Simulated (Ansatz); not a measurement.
Stepwise reaction of `BSC` with hydrogen chloride, as a gas-phase model of exchange steps in deposition or etching. ΔE in kJ/mol; ΔG adds harmonic PBE0-D4 terms to CCSD(T)/CBS, at 1 bar.

Isolated molecules relaxed with PBE0-D4/def2-TZVP in Ansatz; ΔE leaves out vibrations. CBS: MP2 limit from def2 TZ/QZ plus the TZ coupled-cluster correction, frozen cores. This one scheme is used for every species. Functionals use def2-TZVPP. B3LYP here is the variant with VWN-RPA as its local correlation; programs differ in this. Each species was taken in one conformer, which may not be the lowest.

```json
{"step": "1", "reaction": "`BSC` + HCl → `CSBCl` + H₂", "PBE-D4": "-66.1", "B3LYP-D4": "-60.4", "ωB97M-V": "-60.5", "CCSD(T)/CBS": "-60.0", "ΔG(400 K)": "-58.4"}
```

Give the row of step 2, `CSBCl` + HCl → `CSB(Cl)Cl` + H₂. (An estimate is asked.)

The calculation gave: 
```json
{"step": "2", "reaction": "`CSBCl` + HCl → `CSB(Cl)Cl` + H₂", "PBE-D4": "-63.8", "B3LYP-D4": "-58.4", "ωB97M-V": "-58.5", "CCSD(T)/CBS": "-57.4", "ΔG(400 K)": "-52.8"}
```

By hand: ΔE of the 2 steps together at CCSD(T)/CBS.

(-60.0) + (-57.4) = -117.4 kJ/mol, or -58.7 kJ/mol a step.

In ΔE the steps differ by no more than 2.6 kJ/mol. All are downhill at CCSD(T)/CBS. ΔG lies between -58.4 and -52.8 kJ/mol a step. PBE-D4 differs from CCSD(T)/CBS by -6.4 to -6.1 kJ/mol a step. Isolated molecules leave out the surface, adducts and barriers. Largest T1 diagnostic: 0.014.
